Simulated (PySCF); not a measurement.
From computed data to an observable: chemical shift, span and skew from a shielding tensor

C₂H₅ClOSi, SMILES C=CO[SiH2]Cl. Atoms are numbered in the order given.

```xyz
10

C      0.6051     3.1111     0.0000
C     -0.2404     2.0802     0.0000
O      0.1829     0.7851     0.0000
Si    -0.7524    -0.5951     0.0000
Cl     0.5579    -2.1825     0.0000
H      1.6856     2.9522     0.0000
H      0.2172     4.1304     0.0000
H     -1.3287     2.2321     0.0000
H     -1.5881    -0.6551     1.2259
H     -1.5881    -0.6551    -1.2259
```

Geometry optimised at B3LYP-D3(BJ)/def2-SVP. The geometry has at least one imaginary mode, so it is a saddle point at that level. This is a generated structure with no PubChem entry under its InChIKey; it may be hypothetical. Other conformers were not sampled.

GIAO shieldings from PySCF with PBE/pcSseg-1, non-relativistic, no solvent. The symmetric part of the tensor of Si4 has the principal values 301.0, 340.9, 380.9 ppm. The same nucleus in TMS has σ = 335.4 ppm at this level (PySCF, at its B3LYP-D3(BJ)/def2-TZVP geometry). Without spin–orbit terms, shifts of atoms bonded to Cl or Br come out too high.

Work out the isotropic shielding, the ²⁹Si shift against TMS, the span and the skew.


σ(iso) = (σ11 + σ22 + σ33)/3 = 340.9 ppm. δ = σ(ref) − σ(iso) = 335.4 − (340.9) = -5.5 ppm.
Span Ω = σ33 − σ11 = 79.9 ppm. Skew κ = 3(σ(iso) − σ22)/Ω = 0.00. Tumbling in solution averages the tensor to δ; in a static solid the shielding alone would spread this spin-1/2 line over Ω.
